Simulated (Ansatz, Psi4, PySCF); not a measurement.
methanethiol (CH4S), singlet, geometry from GFN2-xTB. Base run: PBE/cc-pVDZ (PySCF).

PySCF was given this input:
```python
from pyscf import gto, scf, dft

mol = gto.Mole()
mol.atom = '''
    C    -0.05927499    1.15601846    0.01107955
    S    -0.04290118   -0.66526221   -0.00699584
    H     1.28189339   -0.79710439    0.00234827
    H    -1.10311348    1.45230554    0.00564055
    H     0.42444570    1.51749985    0.91319673
    H     0.43884321    1.53538357   -0.87572948
'''
mol.basis = 'cc-pvdz'
mol.verbose = 4
mol.build()

mf = dft.RKS(mol)
mf.xc = 'pbe'
mf.kernel()
```

The same geometry, method and basis name were run in Ansatz (a program for electronic structure) and Psi4 and PySCF, at each program's defaults and at the settings that a row names. The base is PySCF at its defaults. Differences at the defaults can come from grids, fitting, cores and function types together.

| code and settings | ΔE vs base (µEh) | basis functions | E (Eh) | SCF cycles | dipole (D) |
|---|---|---|---|---|---|
| PySCF, defaults (exact integrals, its default grid, spherical functions) | 0.0 | 52 | -438.46195 | 9 | 1.55 |
| Psi4, defaults (density fitting with its default set, its default grid, spherical functions) | -101 | 52 | -438.46205 | 9 | 1.55 |
| Ansatz, defaults (factorised integrals, its default grid, spherical functions) | 0.1 | 52 | -438.46195 | - | - |
| PySCF, density fitting with def2-universal-jkfit | -61.8 | 52 | -438.46202 | 9 | 1.55 |
| PySCF, fine grid | 1.0 | 52 | -438.46195 | 9 | 1.55 |
| Psi4, exact integrals, spherical functions, fine grid | 1.1 | 52 | -438.46195 | 11 | 1.55 |
| Ansatz, high accuracy | 1.1 | 52 | -438.46195 | - | - |
